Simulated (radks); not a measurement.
Question: The mean radii <r> (bohr) of the occupied orbitals of an atom or ion are listed with their occupations. Method: Dirac Kohn-Sham, exchange-only PBE, spin-unpolarised, spherical densities, point nucleus; computed with a radial shooting solver on a logarithmic mesh with Libxc functionals.

orbital  occ.      <r>
1s1/2       2  0.03040
2s1/2       2   0.1313
2p1/2       2   0.1112
2p3/2       4   0.1164
3s1/2       2   0.3579
3p1/2       2   0.3492
3p3/2       4   0.3602
3d3/2       4   0.3322
3d5/2       6   0.3357
4s1/2       1   0.8637
4p1/2       2   0.9130
4p3/2       4   0.9401
4d3/2       4    1.111
4d5/2       4    1.122
4f5/2       1    2.566

Name the element and its charge. Open shells, if any, fill j = l - 1/2 first.

Answer: Z = 48, cadmium, charge +4: Cd4+ in [Ar] 3d10 4s1 4p6 4d8 4f1. The 1s radius gives Z: for a bare nucleus <r> = (2 gamma + 1)/(2Z) with gamma = sqrt(1 - (Z/c)^2), 0.02993 bohr for Z = 48, and screening makes it slightly larger (0.03040 here). The occupations add up to 44, and the charge is Z minus that.
